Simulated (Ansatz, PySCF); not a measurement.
Gas-phase reaction 2 R1 + R2 → 2 P1, each structure at its B3LYP-D3(BJ)/def2-TZVP stationary point, reached from a drawn start (curvature not checked).
R1, OW (SMILES [O]=[W]) (charge 0, multiplicity 3):
```xyz
2

W     -0.009    -0.018    -0.830
O      0.009     0.018     0.830
```
P1, O2W (SMILES [O]=[W]=[O]) (charge 0, multiplicity 1):
```xyz
3

W      0.0046     0.0060    -0.6890
O      1.3332    -0.0063     0.3534
O     -1.3378     0.0004     0.3356
```
R2, O2 (SMILES O=O) (charge 0, multiplicity 3):
```csv
atom,x (Å),y (Å),z (Å)
O,0.0000,0.0000,0.6022
O,0.0000,0.0000,-0.6022
```

```json
[
 {"level": "SVWN5/def2-TZVPP", "reaction energy (kJ/mol)": "-937.0", "cost": "×0.6"},
 {"level": "PBE-D3(BJ)/def2-TZVPP", "reaction energy (kJ/mol)": "-846.9", "cost": "×1"},
 {"level": "BLYP-D3(BJ)/def2-TZVPP", "reaction energy (kJ/mol)": "-837.6", "cost": "×1"},
 {"level": "BLYP-D4/def2-TZVPP", "reaction energy (kJ/mol)": "-837.3", "cost": "×1"},
 {"level": "revPBE-D4/def2-TZVPP", "reaction energy (kJ/mol)": "-824.0", "cost": "×1"},
 {"level": "r2SCAN-D3(BJ)/def2-TZVPP", "reaction energy (kJ/mol)": "-808.2", "cost": "×2"},
 {"level": "B3LYP-D3(BJ)/def2-TZVPP", "reaction energy (kJ/mol)": "-775.4", "cost": "×0.5"},
 {"level": "B3LYP-D4/def2-TZVPP", "reaction energy (kJ/mol)": "-774.4", "cost": "×0.5"},
 {"level": "PBE0/def2-TZVPP", "reaction energy (kJ/mol)": "-751.2", "cost": "×0.5"},
 {"level": "BHLYP/def2-TZVPP", "reaction energy (kJ/mol)": "-657.3", "cost": "×0.5"},
 {"level": "BHLYP-D3(BJ)/def2-TZVPP", "reaction energy (kJ/mol)": "-664.4", "cost": "×0.5"},
 {"level": "CAM-B3LYP/def2-TZVPP", "reaction energy (kJ/mol)": "-748.7", "cost": "×0.5"},
 {"level": "wB97X-V/def2-TZVPP", "reaction energy (kJ/mol)": "-765.7", "cost": "×2"},
 {"level": "B2PLYP/def2-TZVPP", "reaction energy (kJ/mol)": "-831.1", "cost": "×1"},
 {"level": "MP2/def2-QZVPP", "reaction energy (kJ/mol)": "-1011.3", "cost": "-"},
 {"level": "MP2/CBS(def2-TZVPP, def2-QZVPP)", "reaction energy (kJ/mol)": "-1025.8", "cost": "-"},
 {"level": "SCS-MP2/def2-SVP", "reaction energy (kJ/mol)": "-918.1", "cost": "-"},
 {"level": "CCSD/def2-SVP", "reaction energy (kJ/mol)": "-663.8", "cost": "-"},
 {"level": "CCSD(T)/def2-SVP", "reaction energy (kJ/mol)": "-734.8", "cost": "×0.4"},
 {"level": "CCSD(T)/CBS(def2-TZVPP, def2-QZVPP)", "reaction energy (kJ/mol)": "-815.1", "cost": "×10"}
]
```

P less R. No zero-point or thermal terms; singlets are restricted closed shells; open shells are unrestricted; no spin–orbit coupling. The spin states of the d-block species are the ones drawn and need not be the lowest.

Correlated levels freeze the cores. CBS(a, b) extrapolates the correlation energy as X⁻³ and adds the Hartree–Fock energy of set b.

Doubts at one or more of the structures used: a spin-contaminated determinant (MP2/def2-QZVPP, MP2/CBS(def2-TZVPP, def2-QZVPP), SCS-MP2/def2-SVP, CCSD/def2-SVP, CCSD(T)/def2-SVP, CCSD(T)/CBS(def2-TZVPP, def2-QZVPP)); T1 above 0.05 (CCSD/def2-SVP, CCSD(T)/def2-SVP, CCSD(T)/CBS(def2-TZVPP, def2-QZVPP)).

Programs: Ansatz (an electronic-structure program); PySCF for the D3/D4 terms. Each number belongs to the level named beside it. Elements past Kr take the def2 small-core potentials, without spin–orbit coupling.

Costs are rough ratios of core time to PBE/def2-TZVPP (about 11 s over the structures, on one shared machine); a dash marks a level with no comparable run of its own.
